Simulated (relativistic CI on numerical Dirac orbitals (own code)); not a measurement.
Calculated at this level of theory: Dirac-Coulomb-Breit CI, KLI orbitals optimised for each configuration, model QED (radiative potential, 1s self-energy scaled to tabulated hydrogen-like ionisation energies), unscaled Slater integrals (own radial code, finite nucleus).

Configurations in the expansion (outside the closed core [Ne]): 3s2, 3s.3p, 3p2, 3s.3d, 3d2, 3p.3d, 3p.4s, 3d.4s, 3s.4s, 3s.4p, 3s.4d, 3s.4f, 3s.5s, 3s.5p, 3s.5d, 3s.5f, 4s2, 3s.5g, 3s.6s, 3s.6p, 3s.6d. Levels of other configurations are missing.

At this charge energies of transitions that change n are usually good to better than 1 %, and those within a shell (Δn = 0) to a few per cent.

Outline of the computed level scheme of Sb XL. Lowest level of each configuration: 3s2 1S_0 at 0.00 eV; 3s.3p 3P°_0 at 79.62 eV; 3p2 3P_0 at 192.10 eV; 3s.3d 3D_1 at 279.40 eV; 3p.3d 3F°_2 at 365.47 eV; 3d2 3F_2 at 565.82 eV; 3s.4s 3S_1 at 1293.61 eV; 3s.4p 3P°_0 at 1335.40 eV; 3p.4s 3P°_0 at 1389.71 eV.

Some strong electric-dipole decays among the lowest 43 levels: 3s.4p 1P°_1 → 3s2 1S_0 (9.3e+12 s⁻¹); 3s.4s 1S_0 → 3s.3p 1P°_1 (8.1e+12 s⁻¹); 3s.4s 3S_1 → 3s.3p 3P°_2 (5.9e+12 s⁻¹); 3s.4p 3P°_1 → 3s2 1S_0 (5.6e+12 s⁻¹); 3p.4s 3P°_1 → 3p2 1D_2 (3.7e+12 s⁻¹); 3s.4s 3S_1 → 3s.3p 3P°_1 (2.6e+12 s⁻¹); 3p.4s 3P°_1 → 3p2 3P_0 (1.9e+12 s⁻¹); 3s.4p 3P°_2 → 3s.3d 3D_3 (1.6e+12 s⁻¹).

LS names give the leading component of a level, which can be under half, so a name can repeat, a term be missing and a line seem to break the LS rules.
